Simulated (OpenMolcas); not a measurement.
# Eu3+ in a point-charge field

Eu3+ among 8 point charges of -0.5 e arranged as a cube (Oh), 2.6 Å from the ion.
```
   1.5011    1.5011    1.5011  -0.50
   1.5011    1.5011   -1.5011  -0.50
   1.5011   -1.5011    1.5011  -0.50
   1.5011   -1.5011   -1.5011  -0.50
  -1.5011    1.5011    1.5011  -0.50
  -1.5011    1.5011   -1.5011  -0.50
  -1.5011   -1.5011    1.5011  -0.50
  -1.5011   -1.5011   -1.5011  -0.50
```

```yaml
Program: OpenMolcas 26.06
Method: CASSCF
Basis: ANO-RCC-VDZP [7s6p4d2f1g]
Scalar_Hamiltonian: DKH2, point nucleus
Active_space: 6 electrons in 7 orbitals (4f)
State_averaging: 2S+1 = 7 even, 7 roots; 2S+1 = 5 even, 77 roots kept (CI in the orbitals of an earlier block); 2S+1 = 3 even, 3 roots kept (CI in the orbitals of an earlier block)
Spin-orbit_coupling: state interaction with AMFI integrals over the reference wave functions
```

The lowest spin-free states (labels of O, the rotations of Oh), above the lowest:

```tsv
State	Degeneracy	E (cm-1)	Free-ion L (%)
7A2	1	0.0	F (100)
7T2	3	88.1	F (100)
7T1	3	119.8	F (100)
5E	2	24353	D (100)
5T2	3	24368	D (100)
5A1	1	27806	L (100)
2S+1 = 5	5	27806	L (100)
5T2	3	27868	L (100)
5T1	3	27877	L (100)
5E	2	27896	L (100)
5T2	3	27900	L (100)
5T2	3	29107	G (100)
5E	2	29128	G (100)
5T1	3	29141	G (100)
5A1	1	29160	G (100)
5T1	3	33609	H (100)
5E	2	33616	H (100)
5T2	3	33673	H (100)
5T1	3	33681	H (100)
```

The lowest levels with spin-orbit coupling:

| E (cm-1) | Degeneracy | Label | 2S+1 | J | |mJ| (%) |
| --- | --- | --- | --- | --- | --- |
| 0.0 | 1 | A1 | 7 | 0.00 | 0 (100) |
| 371.7 | 3 | T1 | 7 | 1.00 | 1 (67) |
| 1030 | 3 | T2 | 7 | 2.00 | 1 (67) |
| 1064 | 2 | E | 7 | 2.00 | 2 (50) |
| 1920 | 3 | T1 | 7 | 3.00 | 3 (42) |
| 1926 | 3 | T2 | 7 | 3.00 | 1 (42) |
| 1940 | 1 | A2 | 7 | 3.00 | 2 (100) |
| 2914 | 1 | A1 | 7 | 4.00 | 0 (58) |
| 2938 | 3 | T1 | 7 | 4.00 | 1 (58) |
| 2954 | 2 | E | 7 | 4.00 | 2 (50) |
| 2971 | 3 | T2 | 7 | 4.00 | 3 (58) |
| 4066 | 3 | T2 | 7 | 5.00 | 2 (33) |
| 4069 | 3 | T1 | 7 | 5.00 | 5 (35) |
| 4096 | 2 | E | 7 | 5.00 | 2 (50) |
| 4097 | 3 | T1 | 7 | 5.00 | 3 (54) |
| 5294 | 1 | A1 | 7 | 6.00 | 4 (87) |
| 5299 | 3 | T1 | 7 | 6.00 | 4 (33) |
| 5305 | 3 | T2 | 7 | 6.00 | 5 (42) |
| 5330 | 1 | A2 | 7 | 6.00 | 2 (69) |
| 5334 | 3 | T2 | 7 | 6.00 | 1 (53) |

Powder χT (cm3 K/mol): 0.011 at 2 K, 0.0548 at 10 K, 0.274 at 50 K, 0.548 at 100 K, 1.01 at 200 K, 1.3 at 300 K. The effective moment at 300 K is 2.828 √(χT) = 3.22 μB.

Hund's rules give f6 a J = 0 ground level with no moment of its own; the computed χT of 1.299 cm3 K/mol at 300 K comes from higher levels.

High states are left out of the spin-orbit mixing, which shifts the levels that they would mix with. This is an electrostatic model: the charges have no orbitals. A group larger than the point group allows holds several states that coincide in this model. The first state left out of the spin-orbit step lies near 46000 cm-1 above the lowest spin-free state of the reference (among the parities and spins computed), and the lists stop at four fifths of that energy or lower. No measured value stands beside these numbers.
